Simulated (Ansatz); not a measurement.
This triplet is an excited state, 1.79 eV above the relaxed singlet at the level B3LYP/cc-pVTZ // PBE0-D3(BJ)/def2-TZVP (Ansatz, a first-principles code).

Species: C2H5NSi, SMILES `C=C[Si]N` (excited triplet) (charge 0, multiplicity 3).

**Question.** Give a relaxed geometry from PBE0-D3(BJ)/def2-TZVP (Ansatz).

**Answer.** This is not unique; one that fits is the end point of this relaxation, one of several conformers (outside a Z-matrix the atoms follow the SMILES, hydrogens last).
Bonded distances (Å): C1–C2 1.344, C1–H5 1.085, C1–H6 1.085, C2–Si3 1.828, C2–H7 1.091, Si3–N4 1.722, N4–H8 1.008, N4–H9 1.008. Bond angles (°): C2–C1–H5 122.2, C2–C1–H6 121.4, H5–C1–H6 116.5, C1–C2–Si3 127.3, C1–C2–H7 119.0, Si3–C2–H7 113.7, C2–Si3–N4 117.1, Si3–N4–H8 120.4, Si3–N4–H9 120.4, H8–N4–H9 111.0.
